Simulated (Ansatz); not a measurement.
# Which is lower?

The two ends of one reaction step of SiN₂H₅SF, closed shell (PBE0-D4/def2-TZVP).

A:

```tsv
atom	x (Å)	y (Å)	z (Å)
Si1	0.2630	-0.0447	-0.0164
F2	1.5919	-0.6124	-0.7062
S3	0.6195	-0.1755	2.0844
H4	1.4609	-1.2157	1.9697
N5	-0.1067	1.5835	-0.2594
N6	-0.9672	-0.9668	-0.7382
H7	-0.5367	1.8981	-1.1129
H8	0.3562	2.3192	0.2458
H9	-1.9168	-0.8840	-0.4145
H10	-0.7641	-1.9016	-1.0524
```

B:

| atom | x (Å) | y (Å) | z (Å) |
| --- | --- | --- | --- |
| Si1 | -0.3329 | 0.0492 | 0.4545 |
| F2 | 2.5635 | -0.9273 | -0.0504 |
| S3 | 0.4427 | -0.5058 | 2.1659 |
| H4 | 2.0834 | -0.8819 | 0.7609 |
| N5 | -0.2861 | 1.6033 | -0.1636 |
| N6 | -1.2051 | -0.9422 | -0.5729 |
| H7 | -0.6319 | 1.8862 | -1.0644 |
| H8 | 0.2280 | 2.3231 | 0.3155 |
| H9 | -1.5576 | -0.6826 | -1.4781 |
| H10 | -1.3038 | -1.9220 | -0.3674 |

Program: Ansatz 0.2.0. Basis: def2-TZVPP. Cores are frozen in the correlated methods. B3LYP uses VWN-RPA correlation.

Task: Which structure is lower at CCSD(T), and by how much? (To be estimated.)

Result: The calculation gives: A, by 184.8 kJ/mol (electronic energy, against the other). By their contacts, A is SiN₂H₅SF ([NH2][Si]([NH2])([F])[SH]) and B is a complex of SiN₂H₄S ([NH2][Si]([NH2])[S]) + HF.

All methods give the same order:

| method | E(B) − E(A) (kJ/mol) |
| --- | --- |
| SPW92 | 176.6 |
| PBE-D4 | 163.6 |
| BLYP-D4 | 164.2 |
| r2SCAN-D4 | 181.9 |
| B97M-V | 183.1 |
| PBE0-D4 | 176.8 |
| B3LYP-D4 | 175.9 |
| r2SCAN0-D4 | 188.3 |
| BHLYP-D4 | 191.8 |
| CAM-B3LYP-D4 | 187.4 |
| wB97X-V | 189.7 |
| wB97M-V | 184.5 |
| B2PLYP | 179.0 |
| PBE-QIDH | 185.9 |
| RPA on PBE | 185.1 |
| HF | 200.7 |
| MP2 | 179.3 |
| CCSD | 189.7 |
| CCSD(T) | 184.8 |

The T1 diagnostic stays at or below 0.012.

Labels in which every atom is bracketed show which atoms are joined, not bond orders.

For scale, one of the runs: CCSD(T)/def2-TZVPP, 247 basis functions, launched by `ansatz run in.yaml --threads 4 --pin off --events-out ev --progress --plain --max-ram 9574MiB`. The run took 2.5 min on 4 CPU threads of an Arm Neoverse V1 (shared host), with 5 GiB of host memory at its peak.
